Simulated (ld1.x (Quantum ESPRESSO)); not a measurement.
## I (Z = 53), TM: configuration errors across variants

| Property | Result |
| --- | --- |
| Element | iodine (I) |
| Generator | ld1.x (Quantum ESPRESSO) 7.5 |
| Type | norm-conserving Troullier–Martins (Kleinman–Bylander form) |
| Functional | PBEsol |
| Relativity | scalar-relativistic |
| Frozen core | [Kr] |
| Valence charge | 17 |
| Reference configuration | 4d10 5s1.5 5p5.5 |
| Partial waves | 5p (bound): rc 1.55 bohr; 4d (bound): rc 1.35 bohr; 5s (bound): rc 1.30 bohr |
| Local potential | the s channel |
| Core correction | Bessel-smoothed model core, default radius (core density twice the valence density) |

All-electron excitation energies from the reference (eV): (1) 4d10 5s2 5p5 -5.199; (2) 4d10 5s2 5p4 5.952; (3) 4d10 5s2 5p3 25.835; (4) 4d10 5s2 5p5.3 -6.985; (5) 4d10 5s1 5p6 5.247; (6) 4d10 5s1 5p5 16.962; (7) 4d10 5s2 5p2 55.221.

Tests that are not counted but printed errors over 1 eV. “all radii but the core radius scaled by about 0.77 (s 1.00, p 1.18, d 1.04 bohr)”: 4d10 5s2 5p4 (solver errors, printed error -178 eV); 4d10 5s2 5p3 (solver errors, printed error -144 eV); 5 more. “all radii but the core radius scaled by about 0.85 (s 1.10, p 1.32, d 1.14 bohr)”: 4d10 5s2 5p5 (solver errors, printed error -3025 eV); 4d10 5s2 5p5.3 (solver errors, printed error -2965 eV).

A true bound ghost makes a file unfit for plane-wave use even where its test errors are small: the radial tests pick states by their node count and pass the ghost by. Where a test does run into it, the solver fails or the error is huge.

The file “all radii but the core radius scaled by about 0.77 (s 1.00, p 1.18, d 1.04 bohr)” misses its own reference levels by 37.2 eV.

Errors AE − PS in meV (a dash: test not solved or not reliable):

| change | (1) | (2) | (3) | (4) | (5) | (6) | (7) | bound ghosts |
| --- | --- | --- | --- | --- | --- | --- | --- | --- |
| base | -1.1 | -5.6 | -8.2 | 0.0 | -2.1 | -3.0 | +0.3 | p |
| all radii but the core radius scaled by about 0.77 (s 1.00, p 1.18, d 1.04 bohr) | – | – | – | – | – | – | – | not determined |
| all radii but the core radius scaled by about 0.85 (s 1.10, p 1.32, d 1.14 bohr) | – | -12 | -19 | – | +1.4 | +15 | +10 | p, s (extra level of the local part) |
| all radii but the core radius scaled by about 0.93 (s 1.22, p 1.44, d 1.26 bohr) | -1.0 | -6.4 | -7.9 | +0.2 | -2.5 | -3.9 | +12 | p |
| all radii but the core radius scaled by about 1.05 (s 1.36, p 1.62, d 1.42 bohr) | -0.5 | -4.2 | -5.2 | +0.6 | -1.3 | -1.3 | +1.8 | p |
| all radii but the core radius scaled by about 1.10 (s 1.42, p 1.70, d 1.48 bohr) | -0.2 | -3.6 | -3.4 | +0.9 | -1.0 | -0.2 | +3.8 | none |
| all radii but the core radius scaled by about 1.17 (s 1.52, p 1.82, d 1.58 bohr) | -0.3 | -3.4 | -2.6 | +0.8 | -1.1 | +0.2 | +5.2 | none |
| all radii but the core radius scaled by about 1.36 (s 1.76, p 2.10, d 1.84 bohr) | -0.3 | -3.3 | -2.2 | +0.8 | -1.1 | +0.1 | +5.8 | none |

Question: Give the same row for: all radii but the core radius scaled by about 1.30 (s 1.70, p 2.02, d 1.76 bohr).

Answer: -0.4, -3.3, -2.2, +0.8, -1.1, 0.0, +5.7; bound ghosts: none.
